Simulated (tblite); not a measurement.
Question: Write Cartesian coordinates for 2-thiophenecarbonyl chloride, `O=C(Cl)c1cccs1` as optimised with GFN2-xTB.

Answer: 
```xyz
11
C5H3ClOS angstrom
O      2.6456    1.1403    1.0506
C      2.0494    0.2899    0.4686
Cl     2.9389   -1.0990   -0.2060
C      0.6399    0.2064    0.2115
C     -0.0941   -0.7507   -0.4525
C     -1.4622   -0.4548   -0.4826
C     -1.7578    0.7173    0.1541
S     -0.3796    1.4859    0.8037
H      0.3471   -1.6247   -0.8948
H     -2.1998   -1.0788   -0.9536
H     -2.7221    1.1709    0.2752
```

Orientation and origin are arbitrary. Atoms count from 1 in this order. The 8 heavy atoms lie in one plane (0.000 Å rms). The C–S distances run from 1.706 Å (C7–S8, aromatic) to 1.740 Å (C4–S8, aromatic), a spread of 0.034 Å. The 5-membered ring C4–C5–C6–C7–S8 has internal angles of 90.7° to 112.9° (sum 540°, against 540° for a flat polygon); it is planar, 0.00 Å rms from its mean plane, widest ring torsion 0°. The C–C distances run from 1.366 Å (C6–C7, aromatic) to 1.435 Å (C2–C4, drawn single), a spread of 0.069 Å.

Bonds between heavy atoms (Å): O1=C2 1.191, C2–Cl3 1.782, C2–C4 1.435, C4–C5 1.377, C5–C6 1.400, C6–C7 1.366, C7–S8 1.706, C4–S8 1.740.

Structure optimised with GFN2-xTB, isolated species.

Point group: Cs (every atom within 0.08 Å of its image). Its GFN2-xTB frequencies are all real (lowest 54 cm⁻¹). One conformer, not necessarily the lowest (O1–C2–C4–C5 180°).

The numbers are calculated, not measured.
